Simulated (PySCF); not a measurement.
## Diatomic cations of Al with the fifth-period p block

PBE with double-zeta basis sets in PySCF, for the lowest determinant that a PBE0 search found; no spin–orbit coupling. De refers to high-spin ground-configuration atoms (the charge goes to the atom of lower measured ionisation energy or higher electron affinity, which is not always the lowest computed limit). A positive dipole points towards Al; it is taken about the centre of mass and depends on that origin.

| M | basis | charged atom | state (unpaired electrons) | Re (Å) | ωe (cm⁻¹) | De (eV) | μ (D) |
| --- | --- | --- | --- | --- | --- | --- | --- |
| In | x2c-SVPall | In+ | doublet (σ ↑) | 3.493 | 95.5 | 1.33 | 4.41 |
| Sn | x2c-SVPall | Al+ | triplet (σ ↑, π ↑) | 3.006 | 160 | 1.41 | 4.66 |
| Sb | def2-SVPD | Al+ | quartet (σ ↑, π ↑↑) | 2.801 | 195 | 1.07 | 5.50 |
| I | def2-SVP | Al+ | doublet (σ ↑) | 2.425 | 365 | 1.41 | 7.09 |

The shortest bond is that of AlI⁺ (2.425 Å), the longest that of AlIn⁺ (3.493 Å).

The rows differ in basis set, which adds steps of its own.

The state changes along the series, so neighbouring rows are not always alike in their bonding.

These are scalar-relativistic numbers at best; spin–orbit coupling would shift them, the dissociation energy most. For an ion De counts to the pair picked by the measured ionisation energies or electron affinities, which need not be the lowest pair at this level. States were picked by a PBE0 search and need not be the measured ground states.
